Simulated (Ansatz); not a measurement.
Q: Predict a relaxed structure of the cluster V3 (the lowest doublet isomer of a short search), charge 0, doublet, at PBE-D4/def2-TZVP (Ansatz).

A: 
```xyz
3

V    -0.3448   -0.6487   -0.8318
V     0.7754   -0.5950    0.5291
V    -0.4305    1.2437    0.3027
```
Point group C2v (tolerance 0.1 Å). This is one stationary point.

The charge 0 doublet is spin-contaminated (final ⟨S²⟩ up to 1.28, 0.75 for a pure state). The order of the spin states hangs on the level: the sextet lies 0.67 eV below the doublet at PBE0-D4/def2-TZVP, but 0.23 eV above it at PBE-D4/def2-TZVP. The structure comes from a short search, and lower isomers may exist.
